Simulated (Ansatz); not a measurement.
Harmonic frequencies (cm⁻¹) at PBE0-D4/def2-TZVP from Ansatz: 82, 90, 104, 136, 145, 298, 411, 431, 692.

(1) Which molecule is it?
A. `[OH][Zr]([OH])([OH])[I]`
B. `[F][Zr]([Cl])([Cl])[Br]`
C. `[Cl][Zr]([Cl])([Cl])[I]`
D. `[NH2][Zr]([OH])([F])[F]`

Answers

(1) B.
